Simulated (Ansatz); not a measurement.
A calculation with Ansatz (development build ahead of 0.2.0).

```yaml
crystal:
  periodic: [false, false, false]
  atoms:
    - { symbol: Be, position_ang: [-0.03103, 0.0052, -0.99158] }
    - { symbol: B, position_ang: [0.00234, -0.0187, 0.90641] }
basis:
  gaussian: { orbitals: def2-SVP }
magnetization:
  initial_magnetization: 1
hamiltonian:
  xc: hf
correlation:
  method: mp2
  frozen_orbitals: { B: 1, Be: 0 }
```

The input is written out in the form of the current development build from the run's settings. Correlation on restricted open-shell orbitals is semicanonical, with singles.

Results

- Converged: yes
- Reference energy: -39.06257 hartree
- Correlation energy: -0.06099 hartree
- Total energy: -39.12356 hartree
- Spin squared of the determinant: 0.750
- Stability test: minimum among restricted orbitals

Messages of the program:
```
mean field -1062.94655349 eV, -39.0625653497 hartree, gradient 1.9e-6 eV, S^2 0.750000; 8 other ends of a descent, 0 dependent functions left out
with unlike orbitals of the spins -1063.91853790 eV, -39.0982851179 hartree, S^2 1.6814
```

Caution: an unrestricted determinant lies well below; a plain start can end on a higher determinant.
